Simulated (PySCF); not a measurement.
C$_{2}$H$_{11}$N$_{3}$Sn, singlet, geometry from GFN2-xTB (such geometries of metal compounds can be far from the true shape) (all electrons, no relativity), with bond 12-5 at 1.8 times its length.

PySCF was given this input:
```python
from pyscf import gto, scf, mcscf
import numpy

mol = gto.Mole()
mol.atom = '''
    Sn    0.46883404    0.27879713   -0.22483366
    N     1.37186957   -1.47040635   -0.76551203
    N     1.33007612    0.69951859    1.55814848
    N    -1.50159179    0.04774272    0.25490789
    C    -2.44276141   -0.04773803   -0.83447254
    C    -1.79253828   -0.93611188    1.27048338
    H     0.46582346    1.53759077   -1.41786372
    H     2.31196343   -1.55116916   -0.40115032
    H     1.41938897   -1.64323524   -1.76158263
    H     0.82226597    1.40488934    2.07743526
    H     2.29057928    1.01220182    1.50615213
    H    -2.52035833   -1.85416873   -1.62616803
    H    -3.43713733    0.20044300   -0.45635086
    H    -2.18489520    0.66830121   -1.61245624
    H    -1.80259740   -1.95888043    0.87681762
    H    -1.05387333   -0.87170679    2.06556015
    H    -2.77802837   -0.72186541    1.69054944
'''
mol.basis = 'sto-3g'
mol.verbose = 4
mol.build()

mf = scf.RHF(mol)
mf.kernel()
mc = mcscf.CASSCF(mf, 9, 10)
mc.fix_spin_(ss=0.0)
mc.kernel()
occ = numpy.linalg.eigvalsh(mc.fcisolver.make_rdm1(mc.ci, mc.ncas, mc.nelecas))[::-1]
ss = mc.fcisolver.spin_square(mc.ci, mc.ncas, mc.nelecas)[0]
print('natural occupations', occ.round(4), ' <S^2>', round(ss, 4))
```

**Question.** Predict the natural occupations of the active orbitals from CASSCF(10,9)/STO-3G run with PySCF.

**Answer.** 1.99, 1.98, 1.98, 1.97, 1.73, 0.27, 0.03, 0.02, 0.02

**Question.** What SCF-reference Mulliken (on the basis functions themselves) charges in atom order does CASSCF(10,9)/STO-3G give?

**Answer.** Sn1 1.28, N2 -0.60, N3 -0.60, N4 -0.46, C5 -0.01, C6 -0.09, H7 -0.20, H8 0.13, H9 0.13, H10 0.13, H11 0.13, H12 -0.13, H13 0.06, H14 0.05, H15 0.06, H16 0.06, H17 0.06

**Question.** What is the computed SCF-reference HOMO energy (CASSCF(10,9)/STO-3G)?

**Answer.** -5.75 eV

**Question.** Predict the SCF-reference dipole moment from CASSCF(10,9)/STO-3G.

**Answer.** 3.71 D

**Question.** Roughly what does it cost on one core?

**Answer.** very roughly 23 core-seconds.
